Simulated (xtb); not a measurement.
Se(SiH3)2 (H6SeSi2), SMILES [SiH3][Se][SiH3]. All values are semi-empirical tight-binding results from xtb (GFN2-xTB unless named), good for trends rather than for accurate numbers. The structure is a stationary point at GFN2-xTB.

Optimised geometry:

Bonded distances (Å): Se1–Si2 2.282, Se1–Si6 2.283, Si2–H3 1.453, Si2–H4 1.460, Si2–H5 1.460, Si6–H7 1.460, Si6–H8 1.460, Si6–H9 1.454. Bond angles (°): Si2–Se1–Si6 100.7, Se1–Si2–H3 104.5, Se1–Si2–H4 108.1, Se1–Si2–H5 108.0, H3–Si2–H4 112.8, H3–Si2–H5 112.7, H4–Si2–H5 110.4, Se1–Si6–H7 108.0, Se1–Si6–H8 108.1, Se1–Si6–H9 104.5, H7–Si6–H8 110.4, H7–Si6–H9 112.8, H8–Si6–H9 112.7.
Charge 0, spin multiplicity 1.

Computed properties:
* **point group as xtb finds it**: C2
* **orbital gap**: 4.32 eV
* **zero-point energy**: 30.6 kcal/mol
* **G − E(el) at 298.15 K (modified RRHO)**: 10.7 kcal/mol
* **static polarisability (D4 model)**: 86.0 bohr³
* **solvation energy, GFN2-xTB/ALPB(water)**: -2.4 kcal/mol
* **solvation energy, GFN2-xTB/ALPB(dmf)**: -3.7 kcal/mol

**Question.** Give the atomic charges and the Wiberg bond orders between heavy atoms. (The exact figures need the calculation; the answer reports its results.)

**Answer.** charges (e) Se1 -0.57, Si2 0.50, H3 -0.06, H4 -0.08, H5 -0.07, Si6 0.50, H7 -0.08, H8 -0.07, H9 -0.06. Bond orders Se1–Si2 0.94, Se1–Si6 0.94.
